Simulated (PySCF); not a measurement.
One of the candidates below gave these computed data.

All candidates are C4H9NSi2.

| technique | computed result |
| --- | --- |
| 13C NMR | chemical shifts (computed TMS as zero) by class: 133.7 (1 C), -1.4 (1 C), -14.6 (1 C), -18.6 (1 C) ppm [GIAO HF/pcSseg-1] |
| Valence photoelectron | vertical ionisation energy: 9.16 eV [ΔSCF PBE0/def2-SVPD] |
| Dipole | 4.50 D [PBE0/def2-SVPD] |
| 1H NMR | chemical shifts (computed TMS as zero) by class: 3.98 (3 H), 3.26 (1 H), 0.89 (1 H), 0.73 (1 H), 0.68 (1 H), -0.15 (1 H), -0.44 (1 H) ppm [GIAO HF/pcSseg-1] |
| UV, first state | lowest singlet excitation: 6.05 eV (205 nm, f = 0.120) [TDDFT PBE0/def2-SVPD] |
| Rotational structure | rotational constants A, B, C: 2.365, 1.295, 0.934 GHz [PBE0-D3(BJ)/def2-SVP] |
| Polarisability | 103.9 au [PBE0/def2-SVPD] |

Gas-phase values; electronic properties from PySCF, density fitting. Levels stand in brackets. Isolated species at its PBE0-D3(BJ)/def2-SVP geometry (one conformer only). NMR classes are plain means over equivalent atoms (diastereotopic ones count apart unless rotation or inversion swaps them), as if these changed places fast.

Question: Which candidate is it?
A. `N#C[Si@@H]1CCC[SiH2]1`
B. `N#C[C@@H]1CC[SiH2][SiH2]1`
C. `N#C[Si@@H]([SiH3])C1CC1`
D. `N#C[C@@H]1C[Si@@H]1C[SiH3]`
E. `C[Si]1(C#N)C[SiH2]C1`

Answer: D. It is `N#C[C@@H]1C[Si@@H]1C[SiH3]`. Numbering: `[N:1]#[C:2][C@@H:3]1[CH2:4][Si@@H:5]1[CH2:6][SiH3:7]`. Its formula, C4H9NSi2, gives 3 degrees of unsaturation: 1 ring and 2 π bonds in the structure found. 4 carbons fall into 4 classes; from least to most shielded: nitrile carbon [C2] (133.7 ppm), ring sp3 carbon bound to silicon [C4] (-1.4 ppm), ring sp3 carbon bound to silicon [C3] (-14.6 ppm), chain sp3 carbon bound to silicon [C6] (-18.6 ppm). Hydrogen classes from least to most shielded: 3 H on an SiH3 silicon, Si7 (3.98 ppm), 1 H on an SiH silicon, Si5 (3.26 ppm), 1 H on an sp3 carbon bound to silicon, C3 (0.89 ppm), 1 H on an sp3 carbon bound to silicon, C4 (0.73 ppm), 1 H on an sp3 carbon bound to silicon, C4 (0.68 ppm), 1 H on an sp3 carbon bound to silicon, C6 (-0.15 ppm), 1 H on an sp3 carbon bound to silicon, C6 (-0.44 ppm). S1 is mainly HOMO→LUMO (weight 0.72); the largest Löwdin shares of the orbital it empties are 0.23 on an sp3 carbon bound to silicon, 0.21 on the SiH silicon, 0.17 on an sp3 carbon bound to silicon and 0.14 on the nitrile nitrogen, of the orbital it fills 0.32 on the SiH silicon, 0.10 on an Si–H hydrogen, 0.09 on the SiH3 silicon and 0.09 on an sp3 carbon bound to silicon. The optimised geometry has point group C1 and is an asymmetric top.

The others, at the same levels:
- `N#C[Si@@H]([SiH3])C1CC1` fails: its computed 13C shifts are 133.6 (1 C), 2.4 (1 C), -0.4 (1 C), -13.9 (1 C) ppm, 1H shifts are 3.49 (3 H), 3.34 (1 H), 0.94 (1 H), 0.71 (1 H), 0.45 (1 H), 0.10 (1 H), -0.59 (1 H) ppm and lowest singlet excitation is 6.36 eV (195 nm, f = 0.020) (against 6.05 eV).
- `C[Si]1(C#N)C[SiH2]C1` fails: it has 3 carbon classes against 4; its computed 13C shifts are 135.4 (1 C), 0.8 (1 C), -5.9 (2 C) ppm, 1H shifts are 4.54 (1 H), 4.42 (1 H), 0.56 (2 H), 0.52 (3 H), 0.17 (2 H) ppm and vertical ionisation energy is 9.83 eV (against 9.16 eV).
- `N#C[C@@H]1CC[SiH2][SiH2]1` fails: its computed 13C shifts are 131.6 (1 C), 25.6 (1 C), 6.8 (1 C), 3.7 (1 C) ppm, 1H shifts are 3.86 (1 H), 3.75 (1 H), 3.67 (1 H), 3.53 (1 H), 2.24 (1 H), 1.78 (1 H), 1.04 (1 H), 0.93 (1 H), 0.88 (1 H) ppm and lowest singlet excitation is 6.33 eV (196 nm, f = 0.025) (against 6.05 eV).
- `N#C[Si@@H]1CCC[SiH2]1` fails: its computed 13C shifts are 134.5 (1 C), 20.9 (1 C), 11.1 (1 C), 7.8 (1 C) ppm, 1H shifts are 3.98 (1 H), 3.70 (1 H), 3.61 (1 H), 2.20 (1 H), 1.28 (1 H), 1.20 (1 H), 1.07 (1 H), 0.15 (1 H), 0.10 (1 H) ppm and vertical ionisation energy is 9.66 eV (against 9.16 eV).

Each candidate is one conformer, not necessarily the lowest. Dipoles, sizes and rotational constants follow the conformer. The torsions of the flexible species, by atom-mapped SMILES:
- `[N:1]#[C:2][C@@H:3]1[CH2:4][Si@@H:5]1[CH2:6][SiH3:7]`: C4–Si5–C6–Si7 -136°
- `[N:1]#[C:2][Si@@H:3]([SiH3:4])[CH:5]1[CH2:6][CH2:7]1`: C2–Si3–C5–C6 84°

The conformers of `N#C[C@@H]1CC[SiH2][SiH2]1` and `N#C[Si@@H]1CCC[SiH2]1` aren't listed.
